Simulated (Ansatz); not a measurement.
Harmonic frequencies (cm⁻¹) at PBE0-D4/def2-TZVP from Ansatz: 141, 146, 182, 190, 219, 336, 414, 560, 568, 642, 744, 3874.

Each molecule was computed in one conformer, which needn't be the lowest.

(1) Which molecule is it?
A. `[O]=[W](=[O])([F])[F]`
B. `[NH2][W](=[O])(=[O])[F]`
C. `[OH][W](=[S])(=[S])[Cl]`
D. `[F][W]([F])([F])(=[S])[Cl]`

Answers

(1) C.
